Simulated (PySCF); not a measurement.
In(Et)(OH)(NH2) (C2H8InNO), SMILES C[CH2][In]([NH2])[OH].

The structure is a stationary point at B3LYP-D3(BJ)/def2-SVP. The def2 effective core potentials stand for the cores of In; spin–orbit coupling is left out. Other conformers were not sampled.

Vertical ionisation energy (IE) and electron affinity (EA) in eV. Rows of orbital energies are one-electron estimates. Where ΔSCF, EOM or ADC give a negative EA the extra electron is unbound and the value depends on the basis.

```csv
level,IE,EA
"−ε(HOMO), −ε(LUMO), HF/def2-TZVP (PySCF)",?,?
"−ε(HOMO), −ε(LUMO), PBE/def2-TZVP (PySCF)",5.58,1.60
```

Q: Complete the blanks. (An estimate is asked for; the answer gives what the named calculation found.)

A: 
- −ε(HOMO), −ε(LUMO), HF/def2-TZVP (PySCF), IE: 10.11
- −ε(HOMO), −ε(LUMO), HF/def2-TZVP (PySCF), EA: -1.62
